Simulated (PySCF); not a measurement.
Diatomics of Cd with group 14

PBE with double-zeta basis sets in PySCF, for the lowest determinant that a PBE0 search found; no spin–orbit coupling. De refers to high-spin ground-configuration atoms. A positive dipole means M(−)Cd(+).

| M | basis | state (unpaired electrons) | Re (Å) | ωe (cm⁻¹) | De (eV) | μ (D) |
| --- | --- | --- | --- | --- | --- | --- |
| C | def2-SVP | triplet (π ↑↑) | 2.161 | 415 | 1.25 | 2.90 |
| Si | def2-SVP | triplet (π ↑↑) | 2.563 | 231 | 0.90 | 2.33 |
| Sn | def2-SVP | triplet (π ↑↑) | 2.828 | 124 | 0.68 | 1.82 |
| Pb | def2-SVP | triplet (π ↑↑) | 2.901 | 105 | 0.61 | 1.48 |

The shortest bond is that of CdC (2.161 Å), the longest that of CdPb (2.901 Å).

Down a group the atoms grow and get heavier, so bonds lengthen and wavenumbers fall; this series shows no clear exception.

Spin–orbit coupling is left out, which matters for elements this heavy, above all for dissociation energies. States were picked by a PBE0 search and need not be the measured ground states.
